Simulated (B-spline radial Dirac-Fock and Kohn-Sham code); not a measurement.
Gd⁺ 4f5/2: cross section and angular parameters

System: Gd⁺, configuration 1s2 2s2 2p6 3s2 3p6 3d10 4s2 4p6 4d10 4f7 5s2 5p6 5d1 6s1; threshold 23.24 eV (orbital energy of the model). These are calculated numbers from a radial B-spline solver; the model is Dirac-Hartree-Slater photoionisation with a Latter tail; cross sections with all multipoles, angular parameters from the dipole term and its interference with E2.

Input of the calculation (task.json; shells as n, l, electrons):

```json
{"items": [{
  "Z": 64,
  "q": 1,
  "cfg": [[1, 0, 2], [2, 0, 2], [2, 1, 6], [3, 0, 2], [3, 1, 6], [3, 2, 10], [4, 0, 2], [4, 1, 6], [4, 2, 10], [4, 3, 7], [5, 0, 2], [5, 1, 6], [5, 2, 1], [6, 0, 1]],
  "A": 158,
  "rrms": 5.1569,
  "do": "xps",
  "hv": [50.9, 53.4, 65.8, 90.0, 170.0, 183.0, 285.0, 300, 333.0, 350.0, 492.0, 580.0, 589.0, 800, 1320.0, 1330.0, 2000, 2890.0, 2984.4, 3990.0, 4460.0, 5130.0, 5410.0, 5414.7, 5970.0, 6000, 6680.0, 8820.0, 12000, 15000]
}]}
```

Command: `python xray2_run.py task.json out`

For linearly polarised light dσ/dΩ = σ/(4π) [1 + β P₂(cos θ) + (δ + γ cos²θ) sin θ cos φ], with θ from the polarisation vector and φ the angle between the beam and the projection of the electron momentum on the plane normal to the polarisation.

```
hν (eV)    σ (kb)      β      γ      δ
   50.9      1320  0.799  0.007  0.007
   53.4      1440  0.732  0.007  0.007
   65.8      1910  0.518  0.004  0.009
     90      2260  0.374  0.003  0.012
    170      1770  0.434  0.007  0.019
    183      1640  0.460  0.008  0.020
    285       863  0.651  0.019  0.028
    300       785  0.676  0.021  0.029
    333       638  0.726  0.026  0.031
    350       575  0.749  0.029  0.033
    492       257  0.898  0.062  0.043
    580       166  0.958  0.089  0.050
    589       159  0.963  0.092  0.050
    800      65.3  1.043  0.170  0.065
   1320      12.9  1.074  0.371  0.097
   1330      12.6  1.074  0.374  0.097
   2000      2.97  1.015  0.587  0.136
   2890     0.743  0.921  0.794  0.185
 2984.4     0.656  0.912  0.812  0.190
   3990     0.207  0.825  0.978  0.244
   4460     0.132  0.791  1.042  0.269
   5130    0.0737  0.748  1.122  0.304
   5410    0.0590  0.732  1.153  0.318
 5414.7    0.0588  0.732  1.153  0.318
   5970    0.0389  0.702  1.209  0.345
   6000         ?      ?      ?      ?
   6680    0.0240  0.668  1.272  0.380
   8820   0.00707  0.586  1.411  0.477
  12000   0.00176  0.501  1.527  0.608
  15000  0.000630  0.446  1.592  0.722
```

Q: Give the values at 6000 eV.

A: σ = 0.0380 kb, β = 0.701, γ = 1.212, δ = 0.347.
